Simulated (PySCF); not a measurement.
**InP at PBE0**

Level: PBE0. PySCF, scalar-relativistic core potentials, basis sets In cc-pVTZ-PP with ECP28, P cc-pV(T+d)Z.

```json
{
  "state": "³Π (triplet), unpaired electrons σ ↑, π ↑, a second solution, started from another occupation",
  "bond length": "2.434 Å",
  "harmonic wavenumber": "303 cm⁻¹",
  "force constant": "1.32 mdyn/Å",
  "rotational constant Be": "0.1166 cm⁻¹",
  "anharmonicity ωexe": "1.21 cm⁻¹",
  "vibration–rotation constant αe": "0.000678 cm⁻¹",
  "energy of the minimum from ground-state In + P": "-1.76 eV",
  "bond order (Mayer)": "1.62",
  "dipole moment (positive dipole means In(−)P(+))": "-2.91 D"
}
```

Spin–orbit coupling is left out, which matters for elements this heavy, above all for dissociation energies.
